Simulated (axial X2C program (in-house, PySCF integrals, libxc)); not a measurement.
## Levels of GeH by electron attachment to GeH⁺ (EOM-EA-CCSD)

Calculated with an in-house all-electron X2C program for linear molecules (integrals from PySCF): two-component X2C with atomic mean-field Coulomb and Gaunt terms, Gaussian nuclei, basis Ge dyall-acv3z, H dyall-av3z with contracted cores.

R = 1.742 Å (1.090 times 1.598 Å, the PBE0 minimum at charge 0 for the lowest determinant).

Levels of GeH obtained by attaching an electron to GeH⁺:

| Ω | binding energy (eV) | above lowest (cm⁻¹) | attached spinor | one-particle weight |
| --- | --- | --- | --- | --- |
| 1/2 | 7.712 | 0 | 85% Ge pπ, 9% H pπ | 0.96 |
| 3/2 | 7.606 | 857 | 85% Ge pπ, 10% H pπ | 0.96 |
| 1/2 | 3.692 | 32422 | 27% Ge sσ, 25% H sσ, 16% Ge pσ | 0.97 |
| 1/2 | 2.772 | 39839 | 37% Ge dσ, 29% H sσ, 23% Ge sσ | 0.98 |
| 1/2 | 2.097 | 45287 | 82% Ge pσ, 8% Ge pπ | 0.96 |
| 3/2 | 2.041 | 45740 | 98% Ge pπ | 0.99 |

Problem. What is the splitting of the first π pair in the table, and is it regular or inverted?

Solution. E(3/2) − E(1/2) = 857 − 0 = 857 cm⁻¹ at EOM-EA-CCSD: regular, Ω = 1/2 lower. Splittings at this level can be off by ten to twenty per cent.

This point took 23 s on 1 thread of Intel(R) Xeon(R) Processor @ 2.30GHz, on a shared host.

Reference electrons by ω block (each with its −ω partner): 1/2: 11, 3/2: 4, 5/2: 1. 14 electrons of GeH⁺ correlated (inner shells frozen), 92 natural virtual spinors (a truncated set); levels can be off by some tenths of an eV. Roots sought by Ω: (1/2: 5, 3/2: 4, 5/2: 2, 7/2: 1); the list ends where they run out and leaves out roots under 60 % one-particle weight. The solver can skip a root, and states that need a further excitation, which the method places far too high, are missing though they may lie low or lowest. T1 of the reference 0.012 (Lee–Taylor). The reference was not checked to be the lowest state of its species. Number of frozen shells: Ge 3 s, 2 p; H none.
